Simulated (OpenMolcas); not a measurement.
Mo3+: effect of the metal basis and ligand basis

Mo3+ with 6 ligands (bromide) in octahedral coordination (Oh) at 2.6 Å. A charge of +0.5 e stands 3.2 Å behind each ligand.

| Item | Value |
| --- | --- |
| Program | OpenMolcas 26.06 |
| Method | CASSCF |
| Spin-orbit coupling | RASSI with atomic mean-field integrals over the reference wave functions |

Fixed: active space 3 electrons in 5 orbitals (4d), DKH2 Hamiltonian.

States (labels of O, the rotations of Oh). Energies in cm-1 above the lowest state or level, χT in cm3 K/mol; 10Dq and B are least-squares fits to the states below 45000 cm-1, weighted by degeneracy, with a free offset, and given where the rms deviation is under 5 % of |10Dq| (or 100 cm-1) and under 700 cm-1.

```
Run   Metal basis  Ligand basis  Ground state  First state of that spin   10Dq  B (rms of fit)  First gap with spin-orbit (degeneracies)  χT at 300 K  First state of another spin                     Cost
  A  ANO-RCC-VDZP  ANO-RCC-VDZP           4A2                 4T2 16436  15876       621 (431)                              13228 (4, 4)        1.768                     2E 13356  roughly 70 core-seconds
  B  ANO-RCC-VTZP  ANO-RCC-VTZP           4A2                 4T2 16170  15623       616 (482)                              13304 (4, 4)        1.769                     2E 13442   roughly 6 core-minutes
```

Against A, |10Dq| changes by -1.6 % in B.

Costs are those of the RASSCF and RASSI steps.

Without dynamic correlation the repulsion within the d shell is too large (B by tens of per cent), so at a given field states of lower spin stand too high. With metal d orbitals alone the field can be off either way by tens of per cent. Ligand-to-metal charge-transfer states are missing. With no ligand orbital active B as a rule stays too high, so bands that hang on it stand too high and its fall with covalency is understated. The least metal-like active orbital is 76 % on the metal (Löwdin) and no ligand orbital is active, so the numbers are rough (holds for A). The least metal-like active orbital is 73 % on the metal (Löwdin) and no ligand orbital is active, so the numbers are rough (holds for B). No measured value stands beside these numbers; the geometry is a model, was not optimised and need not be the one that this ion takes.
